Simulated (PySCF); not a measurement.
Pm³³⁺: ionisation energy

Pm³³⁺ [Ar] 3d10 → Pm³⁴⁺ [Ar] 3d9 [3d3/2^4 3d5/2^5, M_J = 5/2], as a difference of total energies. Calculation: PySCF 2.14, in an uncontracted even-tempered set (16 s from 5.9 bohr⁻², ratio 2.8; 13 p from 7.6 bohr⁻², ratio 2.8; 8 d from 7.6 bohr⁻², ratio 2.8; 3 f from 32 bohr⁻², ratio 3); the two-component X2C-1e Hamiltonian. Correlated levels: [Ne] frozen; the 80 highest virtual spinors dropped. "Screened" scales the spin-orbit matrix elements by Boettger's factors to mimic the two-electron term; Breit and QED terms are absent.

Order these methods by the ionisation energy they give, lowest first.
A. GHF (spin-free)
B. GMP2 (screened spin-orbit)
C. GHF (screened spin-orbit)
D. GMP2 (spin-free)

C (2251.8 eV), B (2253.2 eV), A (2262.5 eV), D (2263.8 eV).

Breit and QED terms and the two-electron picture change are absent.

The spin-free rows lack the spin-orbit shift.

For comparison: 2251 ± 5 eV (theoretical estimate listed by NIST; NIST Atomic Spectra Database, ionization energies).
